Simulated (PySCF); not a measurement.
These are r2SCAN-D4/def2-TZVP (PySCF) values and carry that method's errors. Gas-phase values, no solvent. One relaxed conformer stands for a flexible species; it need not be the lowest. Excitations are Tamm–Dancoff values on a coarser integration grid. The basis has no diffuse functions, so Rydberg states are missing or too high.

Reference species (SMILES): `O/C=C/S` (H–O–C–C torsion -180°, C–C–S–H torsion 0°) (neutral, multiplicity 1).

```json
{
  "HOMO–LUMO gap": "4.66 eV",
  "HOMO": "-4.88 eV",
  "T1 excitation (TDA)": "3.56 eV",
  "brightest of the four lowest singlets (TDA)": "6.09 eV"
}
```

Changed species: `C(C)(=S)O` (S–C–O–H torsion 0°).

Q: Give the shifts of the HOMO–LUMO gap, HOMO, T1 excitation (TDA) and brightest of the four lowest singlets (TDA).

A: the HOMO–LUMO gap falls by 1.15 eV, to 3.51 eV; the HOMO falls by 0.87 eV, to -5.75 eV; the T1 excitation (TDA) decreases by 0.38 eV, to 3.18 eV; the brightest of the four lowest singlets (TDA) increases by 0.75 eV, to 6.84 eV.
